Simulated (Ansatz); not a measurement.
Pulling on the Ge1–O2 bond in GeO (multiplicity 1 held). Energies count from the point at 1.632 Å.


Active spaces are followed from rest. Curves can end on different states.

Correlated levels freeze the cores. Filled d and f shells under p-block atoms count as core.

Programs: Ansatz (a first-principles code) with Gaussian orbitals. Values without a source in brackets are computed.

Energies in kcal/mol.

| R (Å) | CASSCF(10,8)/cc-pVDZ | SC-NEVPT2 on CASSCF(10,8)/cc-pVDZ | FIC-NEVPT4(SD) on CASSCF(10,8)/cc-pVDZ | FIC-MRCISD+Q on CASSCF(10,8)/cc-pVDZ |
|---|---|---|---|---|
| 1.306 | 125.7 | 127.8 | 127.5 | 127.3 |
| 1.469 | 24.6 | 26.0 | 25.8 | 25.6 |
| 1.632 | 0.0 | 0.0 | 0.0 | 0.0 |
| 1.796 | 8.4 | 6.3 | 6.4 | 6.7 |
| 1.959 | 29.5 | 24.7 | 24.8 | 25.5 |
| 2.204 | 65.5 | 56.3 | 56.1 | 57.4 |
| 2.449 | 95.9 | 84.1 | 83.0 | 84.6 |
| 2.857 | 127.0 | 115.6 | 112.5 | 114.1 |
| 3.265 | 139.8 | 130.4 | 126.4 | 127.8 |
| 3.755 | 143.1 | 136.7 | 133.5 | 134.8 |
| 4.408 | 144.0 | 137.9 | 134.8 | 136.1 |
| 5.224 | 144.3 | 138.3 | 135.2 | 136.6 |
| 6.530 | 144.4 | 138.4 | 135.4 | 136.7 |
